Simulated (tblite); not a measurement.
Compound: C3H10NOSi (doublet state).
Z-matrix (Å and degrees, GFN2-xTB geometry), rows numbered from 1:
```
C 
C   1  1.5266
Si  2  1.9172  1  112.13
O   3  1.6325  2  112.55  1   -58.14
N   3  1.7378  2  106.95  1    57.50
C   5  1.4404  3  124.11  2    56.93
H   1  1.0898  2  110.53  3  -178.01
H   1  1.0885  2  110.69  3    62.28
H   1  1.0877  2  110.74  3   -58.04
H   2  1.0901  1  109.26  3  -121.74
H   2  1.0899  1  109.28  3   122.06
H   4  0.9598  3  120.42  2    68.71
H   5  1.0109  3  116.53  2  -156.93
H   6  1.0873  5  109.04  3   -34.22
H   6  1.0961  5  112.75  3    85.99
H   6  1.0931  5  110.03  3  -153.13
```

All values are computed: GFN2-xTB (tblite) harmonic vibrations without scaling, gas phase. The method is semi-empirical: single wavenumbers can be off by several per cent or more. One conformer, not necessarily the lowest. Open shells enter through the occupations alone, without spin polarisation, and single modes of such species can be off by tens of per cent.

Harmonic wavenumbers (cm⁻¹): 46.9, 103.8, 137.4, 159.5, 173.5, 205.5, 233.6, 268.3, 330.1, 357.2, 537.7, 638.0, 721.4, 770.7, 810.8, 874.9, 986.4, 1015.7, 1059.9, 1066.6, 1110.4, 1159.6, 1244.1, 1285.1, 1360.2, 1410.2, 1423.3, 1490.5, 1493.0, 1505.9, 1509.1, 1512.8, 2903.0, 2960.1, 2984.3, 2995.9, 3005.0, 3020.9, 3032.3, 3036.7, 3419.9, 3515.8.

A = 3035, B = 2393, C = 1624 MHz; mass 104.053 u (most abundant isotopes); point group C1, symmetry number 1; spin multiplicity 2.

Zero-point energy?

½Σν̃ = 28938 cm⁻¹ = 82.74 kcal/mol.

Give the ideal-gas entropy at 298.15 K and 1 bar in the rigid-rotor, harmonic-oscillator model (classical rotation).

Translation 39.86, rotation 27.70, vibration 26.50, spin (R ln 2) 1.38: S = 95.4 cal/(mol K).

And Cp and H(298.15 K) − H(0)?

Cp = 33.77 cal/(mol K), of which vibrations give 25.82 (their classical limit is 42 R = 83.5); H(298.15 K) − H(0) = 6.53 kcal/mol without the zero-point energy, 4.16 from vibrations.

Which modes carry the vibrational entropy at 298.15 K?

46.9 cm⁻¹: 4.94; 103.8 cm⁻¹: 3.38; 137.4 cm⁻¹: 2.84; 159.5 cm⁻¹: 2.56; 173.5 cm⁻¹: 2.40; 205.5 cm⁻¹: 2.08 cal/(mol K); the other 36 give 8.29 together.

How do the functions run with temperature in this model?

```csv
T (K),S (cal/(mol K)),Cp (cal/(mol K)),H − H(0) (kcal/mol),G − H(0) (kcal/mol),ln q(vib)
100,67.8,18.8,1.27,-5.52,1.43
200,83.5,26.7,3.57,-13.12,3.93
300,95.6,33.9,6.60,-22.10,6.35
500,116.2,47.3,14.77,-43.35,10.86
800,141.7,61.0,31.19,-82.17,17.05
1000,156.0,67.3,44.05,-111.97,20.81
```

q(vib) and H(0) count from the zero-point level.

Hindered rotation and anharmonicity are outside this model. Other conformers, if any are populated, would add a mixing term that is left out. The structure is chiral; the term R ln 2 for an equal mix with its mirror image is left out.
